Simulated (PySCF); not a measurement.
C₃H₉NSi, SMILES C1CC[SiH]1N. Atoms are numbered in the order given.

```xyz
14

N      2.1197    -0.2369    -0.3346
Si     0.5609     0.3443     0.1106
C     -0.9477     0.3924    -1.0423
C     -1.7742    -0.0667     0.1876
C     -0.6711    -0.7555     1.0341
H      2.2591    -1.0977    -0.8486
H      2.9166     0.3823    -0.4071
H      0.8040     1.6605     0.7794
H     -1.2783     1.3107    -1.5490
H     -0.8903    -0.4139    -1.7937
H     -2.6418    -0.7050    -0.0491
H     -2.1643     0.8127     0.7264
H     -0.7859    -0.7229     2.1271
H     -0.5515    -1.8103     0.7325
```

Geometry optimised at PBE0-D3(BJ)/def2-SVP. The values are those of a single conformer.

All values below come from PBE0/def2-TZVP run with PySCF.

ESP charges are fitted to the potential on shells at 1.4 to 2.0 van der Waals radii. Atomic charges (e):

```
atom    IAO  ESP fit  Mulliken
----  -----  -------  --------
N1    -0.86        ?     -0.66
Si2    1.05     0.89      0.43
C3    -0.59        ?     -0.35
C4    -0.26        ?     -0.18
C5    -0.58        ?     -0.34
H6     0.27     0.45      0.24
H7     0.28     0.44      0.24
H8    -0.15        ?     -0.04
H9     0.14     0.15      0.12
H10    0.14     0.18      0.10
H11    0.14     0.00      0.11
H12    0.14     0.02      0.11
H13    0.15     0.11      0.12
H14    0.14     0.16      0.11
```

Problem. Some entries are withheld; supply them. (The exact figures need the calculation; the answer reports its results.)

Solution. 
- N1, ESP fit: -1.22
- C3, ESP fit: -0.69
- C4, ESP fit: 0.22
- C5, ESP fit: -0.55
- H8, ESP fit: -0.15

Computed Mayer and Wiberg (Löwdin basis) orders of the bonds:
| bond | Mayer | Wiberg |
|---|---|---|
| N1–Si2 | 1.14 | 1.55 |
| Si2–C3 | 0.96 | 1.06 |
| C3–C4 | 0.97 | 1.21 |
| Si2–C5 | 0.99 | 1.07 |
| C4–C5 | 0.97 | 1.21 |
| N1–H6 | 0.91 | 0.96 |
| N1–H7 | 0.92 | 0.96 |
| Si2–H8 | 0.94 | 0.89 |
| C3–H9 | 0.95 | 0.89 |
| C3–H10 | 0.94 | 0.86 |
| C4–H11 | 0.95 | 0.87 |
| C4–H12 | 0.96 | 0.85 |
| C5–H13 | 0.95 | 0.89 |
| C5–H14 | 0.94 | 0.86 |
